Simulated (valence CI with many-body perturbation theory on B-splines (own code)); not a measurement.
**Rb⁵⁺: electric-dipole lines**

Level of theory: valence CI with perturbative core correlation (CI+MBPT): four valence electrons over a frozen Dirac-Fock core [Ar] 3d10, radial functions for each j: 11 s, 11 p, 9 d, 7 f, 5 g, 2 h, 1 i, with the one-electron correlation potential Σ1 (screened to all orders), the two-electron term Σ2, the three-electron term Σ3, Breit, model QED; selected single and double excitations, second order for the rest, scaled by the run's own slope (own B-spline code, finite nucleus).

Against 13 measured levels this calculation errs by 109 cm⁻¹ on average and by 203 at most. These come from a selection out of Sansonetti, J. Phys. Chem. Ref. Data 35, 301 (2006). Levels without a partner in it may be off by more. Among the levels kept, up to 370 cm⁻¹ of a level comes from second order outside the variational space, and about a tenth of that is noise between levels of different J, which matters for small intervals.

Lines 1 to 50 of 227 in falling wavelength, among levels below 386790 cm⁻¹, chosen from the strongest by gf and those to the six lowest levels. Wavelengths and rates use the calculated energies, so an error of 100 cm⁻¹ moves a line at 96.98 nm by 0.097 % and its rate by three times that or more. Electric multipoles are in the length gauge, E1 and E2 with the static RPA response of the core. Weak lines are less certain than strong ones. Lines between different terms over intervals too small for the method are left out, as are lines whose strength nearly cancels. Where a level lies close to another of its J and parity, the split of strength between their lines is uncertain. The highest levels of a list are the least certain.

Names give the largest LS component (configuration and term), which can be under half, so a name can repeat, a term be missing and a line seem to break the LS rules; names also repeat where a configuration has a term twice. Letters in brackets count levels of one name in rising energy.

```tsv
λ vac (nm)	Upper	Lower	A (s⁻¹)	S (a.u.)
294.3	4s²4p5p ³D_1 [a]	4s²4p5s ¹P°_1	1.79e+07	6.75e-01
251.3	4s²4p5p ³D_1 [b]	4s²4p5s ¹P°_1	4.84e+07	1.14e+00
228.7	4s²4p5p ³D_2	4s²4p5s ³P°_2	1.31e+07	3.88e-01
216.5	4s²4p5p ³P_1	4s²4p5s ¹P°_1	2.04e+08	3.06e+00
215.3	4s²4p5p ³D_1 [a]	4s²4p5s ³P°_1	2.61e+08	3.85e+00
210.0	4s²4p5p ³D_1 [a]	4s²4p5s ³P°_0	1.02e+08	1.40e+00
204.0	4s²4p5p ³P_2	4s²4p5s ¹P°_1	1.74e+07	3.63e-01
201.4	4s²4p5p ³P_1	4s²4p5s ³P°_2	1.12e+08	1.35e+00
193.2	4s²4p5p ³D_3	4s²4p5s ³P°_2	5.68e+08	1.42e+01
191.3	4s²4p5p ³D_1 [b]	4s²4p5s ³P°_1	4.88e+07	5.07e-01
190.6	4s4p²4d ⁵P_2	4s²4p5s ³P°_2	1.86e+08	3.18e+00
190.6	4s²4p5p ³S_1	4s²4p5s ¹P°_1	8.25e+07	8.45e-01
190.5	4s²4p5p ³P_2	4s²4p5s ³P°_2	3.32e+08	5.67e+00
189.6	4s²4p5p ³D_2	4s²4p5s ³P°_1	5.68e+08	9.56e+00
187.2	4s²4p5p ³D_1 [b]	4s²4p5s ³P°_0	4.46e+08	4.33e+00
186.5	4s²4p5p ³P_0	4s²4p5s ³P°_1	6.08e+08	1.95e+00
182.7	4s4p²4d ³P_2	4s²4p5s ¹P°_1	1.25e+08	1.88e+00
178.8	4s²4p5p ³S_1	4s²4p5s ³P°_2	5.79e+08	4.90e+00
178.6	4s²4p5p ¹D_2	4s²4p5s ¹P°_1	5.60e+08	7.86e+00
170.5	4s²4p5p ³P_1	4s²4p5s ³P°_1	1.66e+08	1.22e+00
168.2	4s²4p5p ¹D_2	4s²4p5s ³P°_2	6.83e+07	8.01e-01
167.1	4s²4p5p ³P_1	4s²4p5s ³P°_0	4.29e+07	2.97e-01
162.6	4s²4p5p ³P_2	4s²4p5s ³P°_1	2.93e+07	3.11e-01
154.0	4s²4p5p ³S_1	4s²4p5s ³P°_1	1.03e+08	5.58e-01
149.8	4s²4p5p ¹S_0	4s²4p5s ¹P°_1	1.32e+09	2.20e+00
141.8	4s²4p5p ³D_1 [a]	4s²4p4d ¹P°_1	1.01e+08	4.25e-01
131.0	4s²4p5p ³D_1 [b]	4s²4p4d ¹P°_1	9.25e+07	3.08e-01
120.9	4s²4p5p ³P_1	4s²4p4d ¹P°_1	1.26e+08	3.29e-01
112.1	4s4p³ ⁵S°_2	4s²4p² ¹D_2	2.14e+05	7.43e-04
103.3	4s4p²4d ³P_2	4s²4p4d ¹F°_3	2.74e+08	7.47e-01
102.0	4s²4p5p ¹D_2	4s²4p4d ¹F°_3	1.09e+09	2.86e+00
101.1	4s²4p5p ³D_1 [a]	4s²4p4d ¹D°_2	1.29e+08	1.98e-01
99.47	4s²4p5p ³D_2	4s²4p4d ³D°_3	1.79e+08	4.35e-01
98.46	4s²4p5p ³D_1 [a]	4s²4p4d ³P°_1	1.65e+08	2.33e-01
97.03	4s4p³ ⁵S°_2	4s²4p² ³P_2	5.15e+06	1.16e-02
96.99	4p⁴ ³P_2	4s4p³ ³S°_1	2.36e+08	5.32e-01
96.98	4s4p³ ³D°_1	4s²4p² ¹S_0	1.35e+06	1.83e-03
96.83	4s²4p5p ¹S_0	4s²4p4d ¹P°_1	1.27e+09	5.69e-01
96.00	4p⁴ ¹D_2	4s4p³ ¹P°_1	1.86e+08	4.05e-01
95.81	4s4p²4d ³F_4	4s²4p4d ³D°_3	5.84e+07	2.28e-01
94.69	4s²4p5p ³D_1 [a]	4s²4p4d ³P°_2	1.94e+08	2.43e-01
93.01	4s²4p5p ³P_1	4s²4p4d ³D°_1	3.24e+08	3.86e-01
92.74	4s4p³ ⁵S°_2	4s²4p² ³P_1	3.31e+06	6.51e-03
92.12	4s²4p5p ³D_3	4s²4p4d ³D°_3	3.20e+08	8.65e-01
91.97	4s²4p5p ³P_0	4s²4p4d ³P°_1	1.97e+09	7.58e-01
91.81	4s4p²4d ⁵P_2	4s²4p4d ³D°_2	2.66e+08	5.08e-01
91.79	4s²4p5p ³P_2	4s²4p4d ³D°_2	3.31e+08	6.31e-01
91.52	4s4p²4d ⁵P_2	4s²4p4d ³D°_3	3.82e+08	7.24e-01
91.50	4s²4p5p ³P_2	4s²4p4d ³D°_3	5.92e+08	1.12e+00
90.77	4p⁴ ³P_1	4s4p³ ³S°_1	2.76e+08	3.05e-01
```
